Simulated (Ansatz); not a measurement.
`[GeH3][SeH]` + `BCOC` → `B[CH2][GeH2][SeH]` + CH₃OH at 700 K and 1 bar (formal exchange of groups at a Ge–H bond).

Computed with Ansatz on PBE0-D4/def2-TZVP structures; ΔE is electronic, products minus reactants. CBS: MP2 limit from def2 TZ/QZ plus the TZ coupled-cluster correction, frozen cores. This one scheme is used for every species. For Ge, Se outer-core shells are correlated without core-valence functions, which leaves a few kJ/mol of doubt a bond. Scalar relativity is left out up to krypton. One conformer a species, not always the lowest.

| species | CCSD(T)/CBS energy (Eh) | H − E (kJ/mol) | S (J/(mol·K)) |
| --- | --- | --- | --- |
| `[GeH3][SeH]` | -4479.23116 | 131.0 | 372.1 |
| `BCOC` | -180.23463 | 302.6 | 406.6 |
| `B[CH2][GeH2][SeH]` | -4543.88584 | 272.6 | 500.1 |
| CH₃OH | -115.61712 | 170.8 | 288.5 |

H − E and S are ideal-gas, rigid-rotor, harmonic terms from PBE0-D4/def2-TZVP, for one conformer and one mirror image of each species. 1 Eh = 2625.50 kJ/mol, R = 8.31446 J/(mol·K).

**Question.** By hand: ΔE, ΔH, ΔS and ΔG.

**Answer.** ΔE = (-4543.88584) + (-115.61712) − (-4479.23116) − (-180.23463) = -0.03717 Eh = -97.6 kJ/mol. Δ(H − E) = 272.6 + 170.8 − 131.0 − 302.6 = 9.8, so ΔH = -87.8 kJ/mol. ΔS = 500.1 + 288.5 − 372.1 − 406.6 = 9.9 J/(mol·K). ΔG = -87.8 − 700 × (9.9)/1000 = -94.7 kJ/mol.

**Question.** By hand: the equilibrium constant, and the temperature at which ΔG would vanish if ΔH and ΔS stayed fixed.

**Answer.** log₁₀ K = −ΔG/(RT ln 10) = 7.1. ΔH and −TΔS have one sign here, so there is no such temperature.

The number of gas molecules stays the same, so ΔS is small and ΔH decides. A doubt of 5 kJ/mol in ΔE shifts log₁₀ K by 0.4 here. Other conformers and mirror images would add mixing entropy, several J/(mol·K) or more a flexible species. Modes under 60 cm⁻¹, often nearly free rotors, make the harmonic entropy too high. These are equilibria of isolated gas molecules and say nothing of rates. Largest T1 diagnostic: 0.010 (customary marks: 0.02 for closed shells, 0.045 for open ones).

ΔS is within the doubt of such terms, so its sign, and with it that verdict, could turn.
